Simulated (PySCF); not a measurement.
**Dipole moment and polarisability of BCl2(CH2SiH3)**

Species: BCl2(CH2SiH3), CH5BCl2Si.
Cartesian coordinates in Å at the PBE0-D3(BJ)/def2-SVP level; atoms count from 1:
```xyz
10
CH5BCl2Si angstrom
B      0.704    1.145   -0.682
Cl     2.456    1.191   -0.572
Cl    -0.162    2.672   -0.593
C     -0.057   -0.197   -0.780
Si    -0.500   -0.827    0.956
H     -1.010   -0.086   -1.320
H      0.553   -0.982   -1.253
H      0.741   -1.014    1.764
H     -1.388    0.156    1.644
H     -1.211   -2.135    0.841
```

Level: wB97X-D/def2-SVPD (PySCF), static field, nuclei fixed, core orbitals frozen in the response. The polarisability tensor in these axes (au):

```
x   84.51  2.09 -3.56
y    2.09 86.20 -6.02
z   -3.56 -6.02 70.15
```

Question: Give the principal values, the mean and the anisotropy Δα = √{½[(α1 − α2)² + (α2 − α3)² + (α1 − α3)²]}.

Answer: Principal values 67.69, 83.11 and 90.06 au; mean 80.29 au = 11.90 Å³ = 13.24 × 10⁻⁴⁰ C²·m²/J; Δα = 19.83 au (25 % of the mean).

Question: What is the dipole moment, and where does it point?

Answer: (-0.82, -1.44, -0.40) D, 1.71 D in size, pointing from the negative to the positive side. Measured along this direction, the outermost atoms are Cl2 and Cl3 at the negative end and H10 at the positive end.

Question: Refractivity n − 1 of an ideal gas of it at 400 K and 1 atm, from the electronic α?

Answer: N = p/kT = 1.8347 × 10¹⁹ cm⁻³, so n − 1 = 2π × N × 11.90 × 10⁻²⁴ cm³ = 1372 × 10⁻⁶ at long wavelengths.

Question: Sum over states: ᾱ = Σ f/ω², ω in Eh. What share falls to these 10 lowest TDDFT singlets (eV, f)? 6.26, 0.0002; 6.31, 0.0287; 7.26, 0.1128; 7.31, 0.1940; 7.83, 0.0116; 8.09, 0.0574; 8.41, 0.0526; 8.42, 0.0616; 8.62, 0.0042; 8.66, 0.0108.

Answer: They add up to 6.94 au, 8.6 % of the 80.29 au; the largest single term is 2.69 au, from the state at 7.31 eV. Terms in order: 0.00, 0.53, 1.58, 2.69, 0.14, 0.65, 0.55, 0.64, 0.04, 0.11 au. Higher excitations give the rest. The strengths listed sum to 0.534.

Question: In a dilute gas of rigid molecules at 250 K, how does the orientational term μ²/3kT compare with the electronic polarisability?

Answer: In Gaussian units μ²/3kT = 28.13 Å³ against 11.90 Å³, a ratio of 2.36; the Debye molar polarisation (4π/3)N_A(α + μ²/3kT) is 101.0 cm³/mol, leaving out the vibrational part.

Question: Give the principal axes and the span of the nuclei along them.

Answer: Largest value along (0.51, 0.79, -0.33), where the nuclei span 4.98 Å; middle along (0.84, -0.54, 0.02), 3.00 Å; least along (0.16, 0.29, 0.94), 2.93 Å. 

Geometry: PBE0-D3(BJ)/def2-SVP, one conformer, isolated molecule.

wB97X-D is run here without its empirical dispersion term; that term would change no orbital, density or response property at a fixed geometry.
